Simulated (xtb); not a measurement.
CdI, doublet, at a GFN2-xTB geometry (such geometries of metal compounds can be far from the true shape) (the spin is typed, not shown lowest). Base run: xtb with GFN2-xTB.

xtb was given this input:
```
$ xtb mol.xyz --gfn 2 --uhf 1 --json

# file mol.xyz
2

Cd    -0.00000000    -0.00000000    -1.49381317
I      0.00000000     0.00000000     1.35288740
```

Variants of this job, named by their change:

| change | ΔE vs base (kJ/mol) | dipole (D) | G_solv (kcal/mol) | SCF cycles |
|---|---|---|---|---|
| base | 0.00 | 6.79 | - | 13 |
| gbsa = water | -13.88 | 7.24 | -3.94 | 11 |
| etemp = 3000 | -2.53 | 6.56 | - | 13 |
| acc = 1000 | 0.13 | 6.81 | - | 7 |
| alpb = hexane | -21.02 | 7.06 | -5.26 | 11 |
| alpb = acetonitrile | -32.3 | 7.08 | -7.98 | 11 |
| etemp = 10000 | -73.9 | 4.95 | - | 11 |
| gbsa = methanol | -26.7 | 7.17 | -6.84 | 11 |
| acc = 30 | 0.00 | 6.79 | - | 11 |

ALPB and GBSA are two models with their own fitted parameters for each solvent, which aren't always the measured dielectric constant.
